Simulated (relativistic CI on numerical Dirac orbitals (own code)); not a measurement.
## What each ingredient does to the levels of Mo34+

Base calculation: Dirac-Coulomb-Breit CI, separate exchange-only KLI orbitals for each configuration, model QED (radiative potential, 1s self-energy scaled to tabulated hydrogen-like ionisation energies), unscaled Slater integrals.

CI space (outside the closed core 1s2): 2s2 2p4, 2s 2p5, 2p6, 2p5 3s, 2p5 3p, 2p5 3d, 2s2 2p3 3s, 2s2 2p3 3p, 2s2 2p3 3d, 2s 2p4 3s, 2s 2p4 3p, 2s 2p4 3d, 2s2 2p3 4s, 2s2 2p3 4p, 2s2 2p3 4d, 2s2 2p3 4f. Levels of other configurations are missing.

Variants: (1) P86 correlation estimate; (2) configuration mixing switched off; (3) QED terms removed. Shifts of the energy above 2s2 2p4 3P_2, in eV, for the lowest level and the first level of each name with at least 55 % of one term (blank where a level changes its place among those of its configuration and J or its character, or is not in the variant):

| Level | Base | Δ(1) | Δ(2) | Δ(3) |
| --- | --- | --- | --- | --- |
| 2s2 2p4 3P_2 | 0.00 | 0.00 | 0.00 | 0.00 |
| 2s2 2p4 1S_0 | 25.78 | 0.00 | +2.68 | +0.02 |
| 2s2 2p4 3P_1 | 106.97 | 0.00 | 0.00 | -0.23 |
| 2s2 2p4 1D_2 | 121.24 | 0.00 | -0.03 | -0.22 |
| 2s2 2p4 3P_0 | 238.14 | 0.00 | +3.28 | -0.41 |
| 2s 2p5 3P°_2 | 295.86 | +0.32 | +0.17 | +2.26 |
| 2s 2p5 3P°_1 | 330.39 | +0.32 | +0.36 | +2.25 |
| 2s 2p5 3P°_0 | 408.64 | +0.32 | +0.18 | +2.04 |
| 2s 2p5 1P°_1 | 439.22 | +0.32 | +0.48 | +2.06 |
| 2p6 1S_0 | 657.63 | +0.54 | -5.38 | +4.46 |
| 2s2 2p3 3p 3P_0 | 2670.57 | +1.60 | +1.41 | +0.08 |
| 2s2 2p3 3s 3D°_3 | 2674.26 | +1.43 | +0.95 | -0.76 |
| 2s2 2p3 3s 1D°_2 | 2678.67 | +1.43 | +0.77 | -0.76 |
| 2s2 2p3 3s 3P°_0 | 2695.15 | +1.43 | +4.68 | -0.73 |
| 2s2 2p3 3s 3P°_1 | 2697.06 | +1.43 | +4.72 | -0.73 |
| 2s2 2p3 3p 3D_1 | 2745.50 | +1.60 | +3.48 | -0.08 |
| 2s2 2p3 3p 3F_4 | 2760.11 | +1.60 | -0.08 | -0.15 |
| 2s 2p4 3s 5P_3 | 2815.74 | +1.72 | -2.48 | +1.71 |

At this charge energies of transitions that change n are usually good to better than 1 %, and those within a shell (Δn = 0) to a few per cent.

Ionisation energy from the two ground configurations alone: base 4614.64 eV; P86 correlation estimate 4616.44 eV. The NIST ASD value (semi-empirical) is 4618 eV.

LS names give the leading component of a level, which can be under half, so a name can repeat, a term be missing and a line seem to break the LS rules.
